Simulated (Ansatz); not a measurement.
Ansatz (a program for electronic structure) input for CdH₆OSi₂, SMILES [SiH3][O][Cd][SiH3], PBE-D3(BJ)/def2-SVP. 

Ansatz 0.2 input:
```yaml
crystal:
  periodic: [false, false, false]
  atoms:
    - {symbol: Cd, position_ang: [-0.15664315, 0.08919184, 0.32943902]}
    - {symbol: Si, position_ang: [-1.71544363, 1.34673945, 1.79558196]}
    - {symbol: H, position_ang: [-2.38507589, 0.42505827, 2.75916270]}
    - {symbol: H, position_ang: [-2.76348823, 2.01775665, 0.97229720]}
    - {symbol: H, position_ang: [-0.97755696, 2.38880997, 2.56760451]}
    - {symbol: O, position_ang: [1.11609507, -0.95406409, -0.78608791]}
    - {symbol: Si, position_ang: [1.65751831, -1.18212741, -2.31860073]}
    - {symbol: H, position_ang: [0.56561248, -1.62805378, -3.24691078]}
    - {symbol: H, position_ang: [2.72639210, -2.22751511, -2.34424140]}
    - {symbol: H, position_ang: [2.23518194, 0.07068028, -2.91001898]}
basis:
  gaussian:
    orbitals: def2-SVP
hamiltonian:
  xc: pbe
  dispersion: d3bj
relax: {f_tol: 0.002, max_steps: 200}
```

Program output:

```
WARN ansatz: RAYON_NUM_THREADS=1 ignored (pool sized by the plan → 1); use --threads N
Functional definition: PBE
integrals: 0.05 GiB planned
1191 factors; their error is unknown
mean field: 0.29 GiB planned
mean field evaluation 1: about -22439.0442 eV, gradient 6.5e1 eV
mean field evaluation 2: about -22287.4322 eV, gradient 2.1e2 eV
mean field evaluation 4: about -22446.7583 eV, gradient 2.1e1 eV
mean field evaluation 8: about -22447.8997 eV, gradient 3.3e-1 eV
mean field evaluation 16: about -22447.8290 eV, gradient 2.2e-3 eV
mean field -22447.82900286 eV, -824.9425001703 hartree, gradient 1.8e-5 eV, S^2 0.000000; 0 other end points of the search recorded, 0 dependent functions left out
the calculation of the forces begins
reference -22447.82905173 eV, -824.9425019661 hartree; 31, 31 occupied and 80, 80 virtual orbitals, 1191 factors
relax step   1: F+E_penalty+E_count = -22448.02785347 eV  Δ(F+E_penalty+E_count) = +0.000e0 eV  max|allowed force component| = 4.615e-1 eV/Å  Δτ_max = 0.0000 Å  (29 SCF iters, accepted)
these checks for a lower state are left out or cut short: starts, cluster_reference, orbital_swaps, neighbouring_geometries, increment
integrals: 0.05 GiB planned
1191 factors; their error is unknown
mean field: 0.29 GiB planned
mean field -22447.84102047 eV, -824.9429418093 hartree, gradient 2.2e-5 eV, S^2 0.000000; 0 other end points of the search recorded, 0 dependent functions left out
the calculation of the forces begins
reference -22447.84106940 eV, -824.9429436073 hartree; 31, 31 occupied and 80, 80 virtual orbitals, 1191 factors
relax step   2: F+E_penalty+E_count = -22448.03988527 eV  Δ(F+E_penalty+E_count) = -1.203e-2 eV  max|allowed force component| = 2.630e-1 eV/Å  Δτ_max = 0.0126 Å  (28 SCF iters, accepted)
these checks for a lower state are left out or cut short: starts, cluster_reference, orbital_swaps, neighbouring_geometries, increment
integrals: 0.05 GiB planned
1191 factors; their error is unknown
mean field: 0.29 GiB planned
mean field evaluation 32: about -22447.8435 eV, gradient 3.7e-4 eV
mean field -22447.84354928 eV, -824.9430347410 hartree, gradient 2.3e-5 eV, S^2 0.000000; 0 other end points of the search recorded, 0 dependent functions left out
the calculation of the forces begins
reference -22447.84359822 eV, -824.9430365398 hartree; 31, 31 occupied and 80, 80 virtual orbitals, 1191 factors
relax step   3: F+E_penalty+E_count = -22448.04221922 eV  Δ(F+E_penalty+E_count) = -2.334e-3 eV  max|allowed force component| = 7.005e-2 eV/Å  Δτ_max = 0.0146 Å  (29 SCF iters, accepted)
these checks for a lower state are left out or cut short: starts, cluster_reference, orbital_swaps, neighbouring_geometries, increment
integrals: 0.05 GiB planned
1191 factors; their error is unknown
mean field: 0.29 GiB planned
mean field -22447.84399755 eV, -824.9430512149 hartree, gradient 2.3e-5 eV, S^2 0.000000; 0 other end points of the search recorded, 0 dependent functions left out
the calculation of the forces begins
reference -22447.84404651 eV, -824.9430530141 hartree; 31, 31 occupied and 80, 80 virtual orbitals, 1191 factors
relax step   4: F+E_penalty+E_count = -22448.04281606 eV  Δ(F+E_penalty+E_count) = -5.968e-4 eV  max|allowed force component| = 2.230e-2 eV/Å  Δτ_max = 0.0115 Å  (28 SCF iters, accepted)
these checks for a lower state are left out or cut short: starts, cluster_reference, orbital_swaps, neighbouring_geometries, increment
integrals: 0.05 GiB planned
1191 factors; their error is unknown
mean field: 0.29 GiB planned
mean field -22447.84445833 eV, -824.9430681481 hartree, gradient 2.4e-5 eV, S^2 0.000000; 0 other end points of the search recorded, 0 dependent functions left out
the calculation of the forces begins
reference -22447.84450730 eV, -824.9430699476 hartree; 31, 31 occupied and 80, 80 virtual orbitals, 1191 factors
relax step   5: F+E_penalty+E_count = -22448.04372546 eV  Δ(F+E_penalty+E_count) = -9.094e-4 eV  max|allowed force component| = 9.793e-2 eV/Å  Δτ_max = 0.0374 Å  (28 SCF iters, accepted)
these checks for a lower state are left out or cut short: starts, cluster_reference, orbital_swaps, neighbouring_geometries, increment
integrals: 0.05 GiB planned
1191 factors; their error is unknown
mean field: 0.29 GiB planned
mean field -22447.84498343 eV, -824.9430874451 hartree, gradient 2.3e-5 eV, S^2 0.000000; 0 other end points of the search recorded, 0 dependent functions left out
the calculation of the forces begins
reference -22447.84503236 eV, -824.9430892433 hartree; 31, 31 occupied and 80, 80 virtual orbitals, 1191 factors
relax step   6: F+E_penalty+E_count = -22448.04458250 eV  Δ(F+E_penalty+E_count) = -8.570e-4 eV  max|allowed force component| = 7.691e-3 eV/Å  Δτ_max = 0.0258 Å  (28 SCF iters, accepted)
these checks for a lower state are left out or cut short: starts, cluster_reference, orbital_swaps, neighbouring_geometries, increment
integrals: 0.05 GiB planned
1191 factors; their error is unknown
mean field: 0.29 GiB planned
mean field -22447.84491095 eV, -824.9430847815 hartree, gradient 2.4e-5 eV, S^2 0.000000; 0 other end points of the search recorded, 0 dependent functions left out
the calculation of the forces begins
reference -22447.84495981 eV, -824.9430865773 hartree; 31, 31 occupied and 80, 80 virtual orbitals, 1191 factors
relax step   7: F+E_penalty+E_count = -22448.04504114 eV  Δ(F+E_penalty+E_count) = -4.586e-4 eV  max|allowed force component| = 1.152e-2 eV/Å  Δτ_max = 0.0430 Å  (27 SCF iters, accepted)
these checks for a lower state are left out or cut short: starts, cluster_reference, orbital_swaps, neighbouring_geometries, increment
integrals: 0.05 GiB planned
1191 factors; their error is unknown
mean field: 0.29 GiB planned
mean field evaluation 64: about -22447.9163 eV, gradient 1.5e-3 eV
mean field -22447.84459071 eV, -824.9430730131 hartree, gradient 2.3e-5 eV, S^2 0.000000; 0 other end points of the search recorded, 0 dependent functions left out
the calculation of the forces begins
reference -22447.84463955 eV, -824.9430748077 hartree; 31, 31 occupied and 80, 80 virtual orbitals, 1191 factors
relax step   8: F+E_penalty+E_count = -22448.04484023 eV  Δ(F+E_penalty+E_count) = +2.009e-4 eV  max|allowed force component| = 2.603e-2 eV/Å  Δτ_max = 0.0180 Å  (28 SCF iters, rejected (line search))
these checks for a lower state are left out or cut short: starts, cluster_reference, orbital_swaps, neighbouring_geometries, increment
integrals: 0.05 GiB planned
1191 factors; their error is unknown
mean field: 0.29 GiB planned
mean field -22447.84489816 eV, -824.9430843115 hartree, gradient 1.1e-5 eV, S^2 0.000000; 0 other end points of the search recorded, 0 dependent functions left out
the calculation of the forces begins
reference -22447.84494701 eV, -824.9430861069 hartree; 31, 31 occupied and 80, 80 virtual orbitals, 1191 factors
relax step   9: F+E_penalty+E_count = -22448.04507368 eV  Δ(F+E_penalty+E_count) = -3.253e-5 eV  max|allowed force component| = 3.839e-3 eV/Å  Δτ_max = 0.0036 Å  (22 SCF iters, accepted)
these checks for a lower state are left out or cut short: starts, cluster_reference, orbital_swaps, neighbouring_geometries, increment
integrals: 0.05 GiB planned
1191 factors; their error is unknown
mean field: 0.29 GiB planned
mean field -22447.84485582 eV, -824.9430827557 hartree, gradient 1.8e-5 eV, S^2 0.000000; 0 other end points of the search recorded, 0 dependent functions left out
the calculation of the forces begins
reference -22447.84490467 eV, -824.9430845509 hartree; 31, 31 occupied and 80, 80 virtual orbitals, 1191 factors
relax step  10: F+E_penalty+E_count = -22448.04507721 eV  Δ(F+E_penalty+E_count) = -3.533e-6 eV  max|allowed force component| = 5.810e-4 eV/Å  Δτ_max = 0.0037 Å  (21 SCF iters, accepted)
integrals: 0.05 GiB planned
1191 factors; their error is unknown
mean field: 0.29 GiB planned
mean field evaluation 96: about -22447.8449 eV, gradient 1.6e-2 eV
mean field -22447.84485582 eV, -824.9430827557 hartree, gradient 1.8e-5 eV, S^2 0.000000; 1 other end points of the search recorded, 0 dependent functions left out
the calculation of the forces begins
reference -22447.84490467 eV, -824.9430845509 hartree; 31, 31 occupied and 80, 80 virtual orbitals, 1191 factors
Total energy: -22448.04512606 eV, -824.9504425512 hartree
Atom 0 at    -0.118041     0.047829     0.354006 Å, force    -0.000193     0.000220     0.000166 eV/Å
Atom 1 at    -1.695818     1.334972     1.756092 Å, force    -0.000241     0.000216    -0.000094 eV/Å
Atom 2 at    -2.397395     0.429957     2.732837 Å, force     0.000153    -0.000193     0.000134 eV/Å
Atom 3 at    -2.732750     1.998780     0.890470 Å, force     0.000088    -0.000003    -0.000182 eV/Å
Atom 4 at    -0.966842     2.400348     2.529899 Å, force     0.000075    -0.000143     0.000028 eV/Å
Atom 5 at     1.187891    -1.039432    -0.696504 Å, force     0.000108    -0.000125     0.000581 eV/Å
Atom 6 at     1.638221    -1.168748    -2.288576 Å, force    -0.000335     0.000249    -0.000551 eV/Å
Atom 7 at     0.490202    -1.579671    -3.186418 Å, force     0.000139    -0.000191     0.000023 eV/Å
Atom 8 at     2.720961    -2.208813    -2.424979 Å, force    -0.000121     0.000259    -0.000106 eV/Å
Atom 9 at     2.176162     0.131255    -2.848601 Å, force     0.000328    -0.000288     0.000002 eV/Å
Dipole moment:    -0.339806     0.273864     0.319001 e Å
```

The calculation finished and met its thresholds.

Cost: around 30 core-seconds (rough).
